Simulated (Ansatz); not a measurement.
[closo-1,2-(F)2B6H4]2- (B₆H₄F₂²⁻). Total charge -2; triplet. Geometry PBE-D4/def2-SVPD, that of the charge -2 singlet; atoms count from 1.

```xyz
12

B     0.691   -0.694    0.704
B     0.948    0.786   -0.185
B    -0.379    0.652    0.941
B    -0.704    0.697   -0.759
B     0.370   -0.653   -0.997
B    -0.957   -0.785    0.137
F     1.505   -1.501    1.575
H     1.892    1.563   -0.338
F    -0.808    1.409    2.088
H    -1.400    1.390   -1.497
H     0.740   -1.302   -1.972
H    -1.898   -1.562    0.304
```

A multiply charged anion in the gas phase is held together partly by the finite basis. Removing one electron lowers the energy by 1.43 eV at PBE0-D4/def2-TZVPD, so it isn't bound. The highest occupied level of the charge -2 triplet lies above zero (up to 4.65 eV). By energy differences it is unbound by 3.82 eV (vertical, against the charge -1 doublet, at PBE0-D4/def2-TZVPD) and held by the finite basis. At PBE0-D4/def2-TZVPD a singlet of charge -2 lies 2.39 eV below the triplet at the same geometry.

Question: Estimate the Mulliken populations from the PBE0/def2-TZVPD orbitals of Ansatz.

Answer: 
```csv
atom,charge (e),spin (α − β)
B1,0.06,0.23
B2,0.52,-0.52
B3,0.06,0.23
B4,-0.89,0.98
B5,-0.89,0.98
B6,0.52,-0.52
F7,-0.56,0.07
H8,-0.07,0.05
F9,-0.56,0.07
H10,-0.07,0.19
H11,-0.07,0.19
H12,-0.07,0.05
```
Mulliken values depend strongly on the basis. With diffuse functions, as here, like atoms can get unlike values, and bond orders can come out too low or too high.

Question: Where does the spin sit?

Answer: Summed by element: B 1.38, F 0.15, H 0.47, of 2 unpaired in all. Largest on single atoms: B4 0.98, B5 0.98, B2 -0.52.

Question: And the Mayer bond orders between heavy atoms (over 0.3)?

Answer: B1–B2 0.62 (1.75 Å); B1–B3 0.64 (1.74 Å); B1–B4 1.32 (2.45 Å); B1–B5 0.54 (1.73 Å); B1–B6 0.62 (1.75 Å); B1–F7 0.48 (1.44 Å); B2–B3 0.62 (1.75 Å); B2–B6 1.66 (2.49 Å); B3–B4 0.54 (1.73 Å); B3–B5 1.32 (2.45 Å); B3–B6 0.62 (1.75 Å); B3–F9 0.48 (1.44 Å); B4–B5 1.85 (1.74 Å).
